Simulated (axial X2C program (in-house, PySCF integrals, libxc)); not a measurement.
# Spin–orbit effects down a group: molecules with O, PBE0

Computed with an axial X2C code built on PySCF integrals, spin-free (one-electron X2C) or two-component (2c: spin–orbit coupling with atomic mean-field Coulomb and Gaunt terms, which also bring small scalar terms), in Dyall basis sets with cores contracted in-house; open shells are unrestricted.

Basis sets: Hf dyall-cv3z, O dyall-av3z, Ti dyall-cv3z, Zr dyall-cv3z.

| molecule | spin-free state | Re (Å) | ωe (cm⁻¹) | De (eV) | 2c state | Re 2c (Å) | ωe 2c (cm⁻¹) | De 2c (eV) |
| --- | --- | --- | --- | --- | --- | --- | --- | --- |
| TiO | M_S = 1, Λ = 2 | 1.598 | 1067.1 | 6.99 | Ω = 1 | 1.598 | 1066.9 | n/a |
| ZrO | M_S = 1, Λ = 2 | 1.713 | 974.9 | 7.85 | Ω = 1 | 1.713 | 974.7 | n/a |
| HfO | M_S = 0, Λ = 0 | 1.712 | 1010.1 | 8.43 | Ω = 0 | 1.711 | 1010.7 | n/a |

Each entry is the lowest single determinant of a limited PBE0 search at one distance. De goes to single-determinant-based atoms at the same level (for ions the charge split of lowest energy) and is withheld (n/a) where an atom does not fit its ground term or J level. Main or longest-lived isotopes. One determinant is a doubtful description, or other states lie close, for TiO, ZrO; these need not be ground states, and all values refer to the states named. With several unpaired electrons the Ω given is that of one determinant, not necessarily of the lowest component. The functionals have no current term, which raises determinants with orbital currents.
